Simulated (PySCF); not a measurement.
Point-charge models of `CO[SiH2]OCC=O` against its computed dipole.

Coordinates (GFN2-xTB, Å) and charges (e) from the PBE0/pcSseg-1 density (PySCF):

```json
{"atom": "C1", "x": "-2.736", "y": "0.688", "z": "-0.166", "Mulliken": "-0.0037", "IAO": "-0.1958", "Hirshfeld": "-0.0290", "ESP-fitted": "-0.2779"}
{"atom": "O2", "x": "-1.394", "y": "0.305", "z": "-0.186", "Mulliken": "-0.6455", "IAO": "-0.6516", "Hirshfeld": "-0.2285", "ESP-fitted": "-0.3075"}
{"atom": "Si3", "x": "-0.615", "y": "-0.749", "z": "0.770", "Mulliken": "+0.9798", "IAO": "+1.2235", "Hirshfeld": "+0.4473", "ESP-fitted": "+0.7597"}
{"atom": "O4", "x": "0.902", "y": "-0.820", "z": "0.212", "Mulliken": "-0.6430", "IAO": "-0.6430", "Hirshfeld": "-0.2215", "ESP-fitted": "-0.4920"}
{"atom": "C5", "x": "1.750", "y": "0.226", "z": "-0.142", "Mulliken": "+0.0672", "IAO": "-0.1066", "Hirshfeld": "+0.0051", "ESP-fitted": "+0.0309"}
{"atom": "C6", "x": "2.958", "y": "-0.302", "z": "-0.868", "Mulliken": "+0.2035", "IAO": "+0.2709", "Hirshfeld": "+0.1369", "ESP-fitted": "+0.5284"}
{"atom": "O7", "x": "3.877", "y": "0.363", "z": "-1.251", "Mulliken": "-0.3486", "IAO": "-0.3830", "Hirshfeld": "-0.2255", "ESP-fitted": "-0.4862"}
{"atom": "H8", "x": "-3.006", "y": "1.112", "z": "0.803", "Mulliken": "+0.0987", "IAO": "+0.1302", "Hirshfeld": "+0.0431", "ESP-fitted": "+0.1234"}
{"atom": "H9", "x": "-2.884", "y": "1.438", "z": "-0.943", "Mulliken": "+0.1212", "IAO": "+0.1573", "Hirshfeld": "+0.0525", "ESP-fitted": "+0.1433"}
{"atom": "H10", "x": "-3.384", "y": "-0.169", "z": "-0.362", "Mulliken": "+0.1014", "IAO": "+0.1322", "Hirshfeld": "+0.0444", "ESP-fitted": "+0.1294"}
{"atom": "H11", "x": "-0.675", "y": "-0.277", "z": "2.156", "Mulliken": "-0.1563", "IAO": "-0.1873", "Hirshfeld": "-0.0888", "ESP-fitted": "-0.1429"}
{"atom": "H12", "x": "-1.031", "y": "-2.131", "z": "0.599", "Mulliken": "-0.1434", "IAO": "-0.1665", "Hirshfeld": "-0.0831", "ESP-fitted": "-0.1366"}
{"atom": "H13", "x": "1.234", "y": "0.943", "z": "-0.795", "Mulliken": "+0.1460", "IAO": "+0.1610", "Hirshfeld": "+0.0538", "ESP-fitted": "+0.0642"}
{"atom": "H14", "x": "2.082", "y": "0.777", "z": "0.748", "Mulliken": "+0.1367", "IAO": "+0.1531", "Hirshfeld": "+0.0532", "ESP-fitted": "+0.0826"}
{"atom": "H15", "x": "2.915", "y": "-1.397", "z": "-1.020", "Mulliken": "+0.0859", "IAO": "+0.1057", "Hirshfeld": "+0.0398", "ESP-fitted": "-0.0189"}
```

Task: Compute μ = Σ q r for each scheme (1 e·Å = 4.803 D) and compare with the dipole of the full density.

Result: The full density gives (-3.70, 0.14, 1.33) D, 3.93 D in size; dipole vectors point from the negative to the positive end.

```json
{"scheme": "Mulliken", "μx": "-4.45", "μy": "0.77", "μz": "1.88", "size (D)": "4.89", "share of the full size (%)": "124", "angle to the full dipole (°)": "8"}
{"scheme": "IAO", "μx": "-4.45", "μy": "-0.43", "μz": "2.41", "size (D)": "5.08", "share of the full size (%)": "129", "angle to the full dipole (°)": "11"}
{"scheme": "Hirshfeld", "μx": "-2.54", "μy": "-0.05", "μz": "0.92", "size (D)": "2.71", "share of the full size (%)": "69", "angle to the full dipole (°)": "3"}
{"scheme": "ESP-fitted", "μx": "-3.74", "μy": "0.11", "μz": "1.37", "size (D)": "3.99", "share of the full size (%)": "101", "angle to the full dipole (°)": "1"}
```

Task: Which set comes closest?

Result: Length of the difference vector: ESP-fitted 0.07 D, Mulliken 1.13 D, Hirshfeld 1.24 D, IAO 1.44 D. Closest: ESP-fitted. 

Task: What is left for the Hirshfeld atoms' own dipoles?

Result: The Hirshfeld atoms' densities add up to the full density, so μ = Σ q r + Σ (atomic dipoles). The atomic dipoles sum to (-3.70, 0.14, 1.33) − (-2.54, -0.05, 0.92) = (-1.16, 0.19, 0.41) D, 1.24 D in size.

Task: With the origin at the mean of the coordinates, (0.000, 0.001, -0.030) Å, which are the largest single terms, by size, of the IAO dipole along the direction of the full one?

Result: O7 +7.44, Si3 +4.82, C6 -4.00, O2 -3.97, O4 +2.46 D; all 15 atoms together +4.99 D. The single terms depend on the origin, their sum doesn't.

Task: Give the size of the full dipole in other units.

Result: 3.93 D = 1.546 au = 0.818 e·Å = 13.11 × 10⁻³⁰ C·m.

Isolated species at its GFN2-xTB geometry (one conformer only).

The run behind these numbers computed NMR shieldings as well. On one thread, Intel Xeon at 2.70 GHz (x86_64), shared host, this took 47 s of wall time and 0.74 GiB of memory at its peak.

The values belong to the conformer `[CH3:1][O:2][SiH2:3][O:4][CH2:5][CH:6]=[O:7]`: C1–O2–Si3–O4 177°, O2–Si3–O4–C5 46°, Si3–O4–C5–C6 -168°, O4–C5–C6–O7 -177°.
